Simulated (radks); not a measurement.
The nuclear charge of neutral calcium is varied continuously with 20 electrons held in [Ar] 4s2. All-electron calculation, Dirac Kohn-Sham, PBEsol, spin-unpolarised, spherical densities, finite nucleus; Fermi nuclear charge, rms radius 3.4776 fm. Program: a radial shooting solver on a logarithmic mesh with Libxc functionals. By the Hellmann-Feynman theorem dE/dZ = E(electron-nucleus)/Z, the electronic potential at the nucleus (averaged over a nucleus of fixed radius).

Z = 19.75: E (hartree) -659.44134; E(electron-nucleus)/Z (hartree) -79.4701; HOMO 4s1/2; e(HOMO) (eV) -2.293; <r> HOMO (bohr) 4.360
Z = 20: E (hartree) -679.47171; E(electron-nucleus)/Z (hartree) -80.7724; HOMO 4s1/2; e(HOMO) (eV) -3.765; <r> HOMO (bohr) 4.011
Z = 20.25: E (hartree) -699.82734; E(electron-nucleus)/Z (hartree) -82.0724; HOMO 4s1/2; e(HOMO) (eV) -5.415; <r> HOMO (bohr) 3.735
Z = 20.5: E (hartree) -720.50777; E(electron-nucleus)/Z (hartree) -83.3708; HOMO 4s1/2; e(HOMO) (eV) -7.230; <r> HOMO (bohr) 3.509
Z = 20.75: E (hartree) -741.51267; E(electron-nucleus)/Z (hartree) -84.6682; HOMO 4s1/2; e(HOMO) (eV) -9.198; <r> HOMO (bohr) 3.318
Z = 21: E (hartree) -762.84183; E(electron-nucleus)/Z (hartree) -85.9650; HOMO 4s1/2; e(HOMO) (eV) -11.313; <r> HOMO (bohr) 3.154

The central difference of E at Z = 20 is -80.772 hartree, to compare with the third column; the second derivative is -5.2 hartree.
